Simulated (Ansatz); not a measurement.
The cluster Li3Te⁺, relaxed as a quintet with UKS PBE0-D4/def2-TZVP in Ansatz, starting from the PBE0-D4/def2-TZVP geometry of the charge +1 singlet. Force threshold 0.02 eV/Å.

In the def2 sets Te takes a core potential; there is no spin–orbit coupling. At PBE0-D4/def2-TZVP a singlet of charge 1 lies 5.43 eV below the quintet, each at its own geometry. The structure comes from a short search, and lower isomers may exist.

Start:

```xyz
4

Li   -0.301    0.526   -2.335
Li    0.010   -2.307    0.707
Li   -0.224    1.746    1.649
Te    0.515    0.034   -0.021
```

Q: Estimate the energy that the relaxation releases and the steps that it takes.

A: 86.2 kcal/mol, in 24 steps; 42 s on 4 threads of Arm Neoverse V2 on a shared host. The force fell under the threshold at step 22, but the optimiser went on. No frequencies were taken in this run, so the end may be a saddle point.

Q: Does the start keep its bonding and symmetry?

A: Bonds lost: Li1–Te4, Li3–Te4 (atoms count from 1). Point group C3v at the start, C2v at the end, both within 0.05 Å.

Q: Predict the relaxed structure.

A: 
```xyz
4

Li   -1.207   -0.321   -3.119
Li   -0.005    0.001    0.000
Li   -1.206    1.742    2.608
Te    2.418   -1.421    0.511
```
Bond lengths (bridged metal pairs left out): 1 × Li–Te 2.86 Å.
